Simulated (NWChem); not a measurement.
System: C2H3F2NSi; SMILES N#CC(F)(F)[SiH3]

The following NWChem deck was run.

```
start job
memory heap 200 mb stack 900 mb global 1100 mb
geometry units angstroms noautoz
  N     -0.997128    -2.360928     0.000000
  C     -0.349579    -1.398513     0.000000
  C      0.373364    -0.110454     0.000000
  F      1.183993    -0.071077    -1.108950
  F      1.183993    -0.071077     1.108950
  Si    -0.781269     1.446776     0.000000
  H     -1.613912     1.399114    -1.223679
  H      0.122201     2.619372     0.000000
  H     -1.613912     1.399114     1.223679
end
basis spherical
  * library def2-tzvp
end
dft
  xc r2scan
  iterations 150
  semidirect filesize 400000000
  mulliken
end
task dft energy
```

Geometry: optimised at B3LYP/6-31G* (spherical d).

Problem. What results follow from this input? (r2SCAN/def2-TZVP.) Quantities: energy (Ha); highest occupied level (eV); orbital gap (eV); dipole (D).

Solution. 
| Quantity | Value |
|---|---|
| energy (Ha) | -621.86 |
| highest occupied level (eV) | -8.49 |
| orbital gap (eV) | 6.73 |
| dipole (D) | 3.19 |
